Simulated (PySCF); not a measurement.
CH4Cl2FNSi, singlet, at a GFN2-xTB geometry, with bond 8-1 at 1.8 times its length; PySCF with CASSCF(2,2)/STO-3G.

The PySCF input:
```python
from pyscf import gto, scf, mcscf
import numpy

mol = gto.Mole()
mol.atom = '''
    C    -2.461235    0.368016    0.771589
    N    -1.079151    0.270713    1.197431
    Si    0.270648   -0.025415    0.201024
    F     1.449793   -0.298620    1.262073
    Cl    0.914968    1.492470   -0.947822
    Cl   -0.040385   -1.665536   -0.890171
    H    -3.114508    0.006417    1.565728
    H    -2.724604   -0.748539   -0.813696
    H    -2.742276    1.395564    0.524327
    H    -0.919303    0.732746    2.080397
'''
mol.basis = 'sto-3g'
mol.charge = 0
mol.spin = 0
mol.verbose = 4
mol.build()

mf = scf.RHF(mol)
mf.kernel()
mc = mcscf.CASSCF(mf, 2, 2)
mc.fix_spin_(ss=0.0)
mc.conv_tol = 1e-5
mc.kernel()
occ = numpy.linalg.eigvalsh(mc.fcisolver.make_rdm1(mc.ci, mc.ncas, mc.nelecas))[::-1]
ss = mc.fcisolver.spin_square(mc.ci, mc.ncas, mc.nelecas)[0]
print('natural occupations', occ.round(4), ' <S^2>', round(ss, 4))
```

Output, abridged:

```
PySCF version 2.14.0

[INPUT] verbose = 4
[INPUT] num. atoms = 10
[INPUT] num. electrons = 74
[INPUT] charge = 0
[INPUT] spin (= nelec alpha-beta = 2S) = 0
[INPUT] symmetry False subgroup None
[INPUT] Mole.unit = angstrom
[INPUT] Symbol           X                Y                Z      unit          X                Y                Z       unit  Magmom
[INPUT]  1 C     -2.461235000000   0.368016000000   0.771589000000 AA   -4.651060078194   0.695449449458   1.458091890727 Bohr   0.0
[INPUT]  2 N     -1.079151000000   0.270713000000   1.197431000000 AA   -2.039299837051   0.511573428359   2.262816643064 Bohr   0.0
[INPUT]  3 Si     0.270648000000  -0.025415000000   0.201024000000 AA    0.511450596161  -0.048027389456   0.379880304465 Bohr   0.0
[INPUT]  4 F      1.449793000000  -0.298620000000   1.262073000000 AA    2.739711707312  -0.564310015318   2.384972319208 Bohr   0.0
[INPUT]  5 Cl     0.914968000000   1.492470000000  -0.947822000000 AA    1.729038932741   2.820359549130  -1.791123994838 Bohr   0.0
[INPUT]  6 Cl    -0.040385000000  -1.665536000000  -0.890171000000 AA   -0.076316589541  -3.147406890604  -1.682179394030 Bohr   0.0
[INPUT]  7 H     -3.114508000000   0.006417000000   1.565728000000 AA   -5.885567132767   0.012126372541   2.958797105563 Bohr   0.0
[INPUT]  8 H     -2.724604000000  -0.748539000000  -0.813696000000 AA   -5.148755357894  -1.414533703556  -1.537662588654 Bohr   0.0
[INPUT]  9 H     -2.742276000000   1.395564000000   0.524327000000 AA   -5.182150597968   2.637233749303   0.990834429715 Bohr   0.0
[INPUT] 10 H     -0.919303000000   0.732746000000   2.080397000000 AA   -1.737230895491   1.384689258871   3.931380560367 Bohr   0.0

nuclear repulsion = 471.577840448025
number of shells = 28
number of NR pGTOs = 138
number of NR cGTOs = 46
basis = sto-3g
ecp = {}

******** <class 'pyscf.scf.hf.RHF'> ********
method = RHF
initial guess = minao
damping factor = 0
level_shift factor = 0
DIIS = <class 'pyscf.scf.diis.CDIIS'>
diis_start_cycle = 1
diis_space = 8
diis_damp = 0
SCF conv_tol = 1e-09
SCF conv_tol_grad = None
SCF max_cycles = 50
direct_scf = True
direct_scf_tol = 1e-13
Set gradient conv threshold to 3.16228e-05
Initial guess from minao.
init E= -1386.13650106526
  HOMO = -0.266922258251419  LUMO = 0.00923255001117795  gap/eV = 7.51456
cycle= 1 E= -1386.09165882794  delta_E= 0.0448  |g|= 0.505  |ddm|= 3.89
  HOMO = -0.320108704279071  LUMO = 0.169668620123335  gap/eV = 13.32752
cycle= 2 E= -1386.20514961517  delta_E= -0.113  |g|= 0.146  |ddm|= 1.11
  HOMO = -0.306344906389837  LUMO = 0.193308640272666  gap/eV = 13.59627
cycle= 3 E= -1386.21302519055  delta_E= -0.00788  |g|= 0.0387  |ddm|= 0.25
  HOMO = -0.313329170852236  LUMO = 0.188051080680613  gap/eV = 13.64325
cycle= 4 E= -1386.21381979022  delta_E= -0.000795  |g|= 0.0134  |ddm|= 0.0833
  HOMO = -0.311706986961251  LUMO = 0.190411202170235  gap/eV = 13.66333
cycle= 5 E= -1386.21393506174  delta_E= -0.000115  |g|= 0.00265  |ddm|= 0.0362
  HOMO = -0.311464492012647  LUMO = 0.190985532871767  gap/eV = 13.67236
cycle= 6 E= -1386.2139398051  delta_E= -4.74e-06  |g|= 0.000548  |ddm|= 0.00773
  HOMO = -0.311353946266932  LUMO = 0.191073211475197  gap/eV = 13.67174
cycle= 7 E= -1386.21394001066  delta_E= -2.06e-07  |g|= 0.000124  |ddm|= 0.00159
  HOMO = -0.311381400169652  LUMO = 0.19106668985866  gap/eV = 13.67231
cycle= 8 E= -1386.21394002305  delta_E= -1.24e-08  |g|= 3.4e-05  |ddm|= 0.000401
  HOMO = -0.311380280605486  LUMO = 0.191066085874256  gap/eV = 13.67226
cycle= 9 E= -1386.21394002413  delta_E= -1.08e-09  |g|= 9.65e-06  |ddm|= 0.00012
  HOMO = -0.311381013187569  LUMO = 0.191066147952401  gap/eV = 13.67228
cycle= 10 E= -1386.21394002424  delta_E= -1.05e-10  |g|= 1.94e-06  |ddm|= 4.23e-05
  HOMO = -0.311380916219065  LUMO = 0.191066444974861  gap/eV = 13.67229
Extra cycle  E= -1386.21394002424  delta_E= -4.55e-12  |g|= 8.66e-07  |ddm|= 4.97e-06
converged SCF energy = -1386.21394002424

******** <class 'pyscf.mcscf.mc1step.CASSCF'> ********
CAS (1e+1e, 2o), ncore = 36, nvir = 8
max_cycle_macro = 50
max_cycle_micro = 4
conv_tol = 1e-05
conv_tol_grad = None
orbital rotation max_stepsize = 0.02
orbital rotation threshold for CI restart = 0.01
augmented hessian ah_max_cycle = 30
augmented hessian ah_conv_tol = 1e-12
augmented hessian ah_linear dependence = 1e-14
augmented hessian ah_level shift = 1e-08
augmented hessian ah_start_tol = 2.5
augmented hessian ah_start_cycle = 3
augmented hessian ah_grad_trust_region = 3
kf_trust_region = 3
kf_interval = 4
ci_response_space = 4
ci_grad_trust_region = 3
with_dep4 0
natorb = False
canonicalization = True
sorting_mo_energy = False
ao2mo_level = 2
internal_rotation = False
******** <class 'pyscf.fci.addons.SpinPenaltyFCISolver'> ********
max. cycles = 50
conv_tol = 1e-08
davidson only = True
linear dependence = 1e-12
level shift = 0.001
max iter space = 12
nroots = 1
pspace_size = 400
spin = None
CASCI E = -1386.25926973393  S^2 = 0.0000000
Set conv_tol_grad to 0.00316228
macro iter   1 ( 19 JK    4 micro), CASSCF E = -1386.29018937154  dE = -3.09196376e-02  S^2 = 0.0000000
               |grad[o]|=0.0741  |grad[c]|=0.0377  |ddm|=0.129  |maxRot[o]|=0.214
macro iter   2 ( 15 JK    4 micro), CASSCF E = -1386.29994436270  dE = -9.75499116e-03  S^2 = 0.0000000
               |grad[o]|=0.0437  |grad[c]|=0.0139  |ddm|=0.0204  |maxRot[o]|=0.158
macro iter   3 (  7 JK    2 micro), CASSCF E = -1386.30100484013  dE = -1.06047743e-03  S^2 = 0.0000000
               |grad[o]|=0.0142  |grad[c]|=0.00272  |ddm|=0.00348  |maxRot[o]|=0.0654
macro iter   4 (  3 JK    1 micro), CASSCF E = -1386.30101295090  dE = -8.11076984e-06  S^2 = 0.0000000
               |grad[o]|=0.00131  |grad[c]|=9e-05  |ddm|=0.00027  |maxRot[o]|=0.00613
1-step CASSCF converged in   4 macro ( 44 JK  11 micro) steps
CASSCF canonicalization
Density matrix diagonal elements [1.72071286 0.27928714]
CASSCF energy = -1386.30101295090
CASCI E = -1386.30101295090  E(CI) = -1.27830223548199  S^2 = 0.0000000
natural occupations [1.7207 0.2793]  <S^2> 0.0
```
